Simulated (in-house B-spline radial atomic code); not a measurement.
Values are calculated unless marked as measured or tabulated.
## Weak and strong correlation along the adiabatic connection

Two-electron singlets in several external potentials (atomic units), by full CI in B-splines with partial waves to l = 8 (correlation energies up to 0.6 % small). The repulsion is scaled by λ at fixed density; W(λ) is the mean repulsion less the Hartree energy, W(0) = E_x, and the area under W from 0 to 1 is E_xc.

One system gave this curve:

```
   λ  W (hartree)
   0     -0.66332
0.02     -0.66559
0.05     -0.66893
0.12     -0.67644
0.25     -0.68934
 0.4     -0.70273
 0.6     -0.71841
 0.8     -0.73201
   1     -0.74386
 1.4     -0.76343
   2     -0.78537
   3     -0.81004
 4.5     -0.83271
   7     -0.85412
  10     -0.86886
```

Which system is it?
A. ω²r²/2 − Z/r, ω = 0.0142, Z = 2
B. −Z/r, Z = 5.99, wall at 0.454 bohr
C. ω²r²/2 − Z/r, ω = 0.0401, Z = 3
D. empty sphere, radius 2.59 bohr

D. The exchange energy sets the size: empty sphere, radius 2.59 bohr: E_x = -0.663, E_c = -0.0451; −Z/r, Z = 5.99, wall at 0.454 bohr: E_x = -4.93, E_c = -0.0456; ω²r²/2 − Z/r, ω = 0.0401, Z = 3: E_x = -1.65, E_c = -0.0434; ω²r²/2 − Z/r, ω = 0.0142, Z = 2: E_x = -1.02, E_c = -0.042 hartree.
